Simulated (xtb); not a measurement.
C3H10FNSi, SMILES [SiH2](CN(C)C)F. All values are semi-empirical tight-binding results from xtb (GFN2-xTB unless named), good for trends rather than for accurate numbers. Geometry optimised at GFN2-xTB. This is a generated structure with no PubChem entry under its InChIKey; it may be hypothetical. Other conformers were not sampled.

Computed properties:
```yaml
orbital_gap: 4.37 eV
dipole_moment: 2.59 D
zero_point_energy: 79.6 kcal/mol
G − E(el) at 298.15 K (modified RRHO): 58.9 kcal/mol
static polarisability (D4 model): 78.6 bohr³
solvation energy, GFN2-xTB/ALPB(water): -0.8 kcal/mol
solvation energy, GFN2-xTB/ALPB(ch2cl2): -4.5 kcal/mol
```
